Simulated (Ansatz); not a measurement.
`C[NH][GaH][CH2]F` + H–F → `F[CH2][GaH][F]` + CH₃NH₂ at 600 K and 1 bar (ligand exchange at a Ga–N bond).

Isolated molecules relaxed with PBE0-D4/def2-TZVP in Ansatz; ΔE leaves out vibrations. CCSD(T)/CBS is the MP2 limit (def2-TZVPP, def2-QZVPP) plus CCSD(T) − MP2 in def2-TZVPP, frozen cores. This one scheme is used for every species. For Ga outer-core shells are correlated without core-valence functions, which leaves a few kJ/mol of doubt a bond. Scalar relativity is left out up to krypton. One conformer a species, not always the lowest.

| species | CCSD(T)/CBS energy (Eh) | H − E (kJ/mol) | S (J/(mol·K)) |
| --- | --- | --- | --- |
| `C[NH][GaH][CH2]F` | -2158.74211 | 304.2 | 468.9 |
| H–F | -100.39570 | 42.3 | 194.0 |
| `F[CH2][GaH][F]` | -2163.39923 | 146.7 | 395.0 |
| CH₃NH₂ | -95.75281 | 199.3 | 283.8 |

H − E and S are ideal-gas, rigid-rotor, harmonic terms from PBE0-D4/def2-TZVP, for one conformer and one mirror image of each species. 1 Eh = 2625.50 kJ/mol, R = 8.31446 J/(mol·K).

Problem. By hand: ΔE, ΔH, ΔS and ΔG.

Solution. ΔE = (-2163.39923) + (-95.75281) − (-2158.74211) − (-100.39570) = -0.01423 Eh = -37.4 kJ/mol. Δ(H − E) = 146.7 + 199.3 − 304.2 − 42.3 = -0.5, so ΔH = -37.9 kJ/mol. ΔS = 395.0 + 283.8 − 468.9 − 194.0 = 15.9 J/(mol·K). ΔG = -37.9 − 600 × (15.9)/1000 = -47.4 kJ/mol.

Problem. By hand: the equilibrium constant, and the temperature at which ΔG would vanish if ΔH and ΔS stayed fixed.

Solution. log₁₀ K = −ΔG/(RT ln 10) = 4.1. ΔH and −TΔS have one sign here, so there is no such temperature.

ΔH outweighs TΔS. A doubt of 5 kJ/mol in ΔE shifts log₁₀ K by 0.4 here. Other conformers and mirror images would add mixing entropy, several J/(mol·K) or more a flexible species. Modes under 60 cm⁻¹, often nearly free rotors, make the harmonic entropy too high. These are equilibria of isolated gas molecules and say nothing of rates. Largest T1 diagnostic: 0.014 (customary marks: 0.02 for closed shells, 0.045 for open ones).
